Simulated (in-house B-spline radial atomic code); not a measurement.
A fraction x of an electron is removed from 4d in Tc V (Tc4+), starting from [Kr] 4d3 and keeping the highest spin. All numbers are computed (scalar-relativistic (X2C) PBEsol, spin-polarised, spherical fractional occupations; Fermi nucleus of rms radius 4.41117 fm) with an all-electron radial atomic-structure program (B-spline basis), not measured.

```csv
x,E(x) - E(0) (eV),4d up level (eV)
0,0.0000,-50.245
0.01,0.5032,-50.389
0.19,9.8067,-52.990
0.32,16.8186,-54.888
0.41,21.8180,-56.211
0.5,26.9369,-57.542
0.52,28.0907,-57.839
0.64,35.1386,-59.628
0.78,43.6335,-61.731
0.9,51.1502,-63.548
1,57.5811,-65.072
```

The exact functional would give a straight line between the two integer points. Deviations E(x) - E(0) - x[E(1) - E(0)], in eV: -0.073 at x = 0.01, -1.134 at x = 0.19, -1.607 at x = 0.32, -1.79 at x = 0.41, -1.854 at x = 0.5, -1.851 at x = 0.52, -1.713 at x = 0.64, -1.28 at x = 0.78, -0.673 at x = 0.9.

The curve lies below the straight line by up to 1.854 eV (at x = 0.5): convex, the delocalisation error that favours fractional charges.

Q: How well does Slater's transition state (minus the level at half occupation) give the ionisation energy?

A: It gives 57.542 eV against 57.581 eV from the two total energies; NIST lists 57.00 eV, ground level to ground level.
